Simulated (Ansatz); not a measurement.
Cost and result up the ladder for Hf₂O₉H₁₀, a hydroxylated oxide cluster (21 atoms). Charge 0, multiplicity 1. Geometry: PBE-D4/def2-SVP.

```
atom   x (Å)   y (Å)   z (Å)
 Hf1  -0.792   1.253  -0.317
 Hf2   0.670  -1.514   0.543
  O3   1.083   2.543  -0.845
  O4  -1.821   2.403   0.865
  O5  -1.372   1.725  -2.140
  O6  -0.555  -2.070   2.037
  O7   0.561   0.608   1.238
  O8   0.386  -2.890  -0.863
  O9   0.891  -0.032  -1.115
 O10   2.451  -1.957   1.186
 O11  -1.510  -0.653  -0.057
 H12   1.534   1.678  -1.074
 H13   0.887   2.951  -1.712
 H14  -2.304   3.028   1.418
 H15  -1.749   1.798  -3.024
 H16  -0.365  -2.714   2.739
 H17   0.376   0.786   2.176
 H18  -0.451  -3.214  -1.233
 H19   0.755  -0.497  -1.962
 H20   3.336  -2.258   1.420
 H21  -2.011  -0.975   0.719
```

Ansatz on 2 threads of AMD EPYC 7R13 on a shared host and a share (18 GiB) of an NVIDIA H100 80GB HBM3. Times are rough, and most runs start from the orbitals of an earlier one. CAM-B3LYP-D4/def2-TZVP serves as the yardstick here, not as an exact answer. Differences are given only for rows in sets of like size (and for xTB, whose basis is part of the method), since another set adds its own error. Binding counts from free atoms at the same level (Hf triplet, O triplet, H doublet; other spins of the atoms weren't run), without zero-point energy or a counterpoise term.

In the def2 sets Hf takes a core potential; there is no spin–orbit coupling. Correlated methods freeze 9 core orbitals; core or outer-core shells of Hf are correlated, in sets that lack core-valence functions. The rows differ in basis, and correlated rows in double-zeta sets carry the largest basis error. Single mean-field runs in def2-TZVP are fitted with def2-universal-jkfit.

Correlated methods converge slowly with the basis, most of all in double-zeta sets.

| level | functions | wall time |
| --- | --- | --- |
| CAM-B3LYP-D4/def2-TZVP | 419 | 6 s |
| PBE-D4/def2-TZVP (with forces) | 419 | 6.5 s |
| HF/def2-TZVP | 419 | 6.5 s |
| PBE0-D4/def2-TZVP | 419 | 7 s |
| PBE-D4/def2-SVP | 240 | 7 s |
| PBE0-D4/def2-SVP | 240 | 7 s |
| MP2/def2-TZVP | 419 | 7 s |
| r2SCAN-D4/def2-TZVP (with forces) | 419 | 8.5 s |
| CCSD(T)/def2-SVP | 240 | 14 s |

Problem. Estimate what each level gives for the binding energy per atom (eV).

Solution. 
```json
{"level": "CAM-B3LYP-D4/def2-TZVP", "binding energy per atom (eV)": "4.48", "difference from CAM-B3LYP-D4/def2-TZVP (eV)": "0.00"}
{"level": "PBE-D4/def2-TZVP (with forces)", "binding energy per atom (eV)": "4.54", "difference from CAM-B3LYP-D4/def2-TZVP (eV)": "0.06"}
{"level": "HF/def2-TZVP", "binding energy per atom (eV)": "3.09", "difference from CAM-B3LYP-D4/def2-TZVP (eV)": "-1.39"}
{"level": "PBE0-D4/def2-TZVP", "binding energy per atom (eV)": "4.39", "difference from CAM-B3LYP-D4/def2-TZVP (eV)": "-0.09"}
{"level": "PBE-D4/def2-SVP", "binding energy per atom (eV)": "4.59", "difference from CAM-B3LYP-D4/def2-TZVP (eV)": "–"}
{"level": "PBE0-D4/def2-SVP", "binding energy per atom (eV)": "4.42", "difference from CAM-B3LYP-D4/def2-TZVP (eV)": "–"}
{"level": "MP2/def2-TZVP", "binding energy per atom (eV)": "4.52", "difference from CAM-B3LYP-D4/def2-TZVP (eV)": "0.04"}
{"level": "r2SCAN-D4/def2-TZVP (with forces)", "binding energy per atom (eV)": "4.49", "difference from CAM-B3LYP-D4/def2-TZVP (eV)": "0.01"}
{"level": "CCSD(T)/def2-SVP", "binding energy per atom (eV)": "4.30", "difference from CAM-B3LYP-D4/def2-TZVP (eV)": "–"}
```
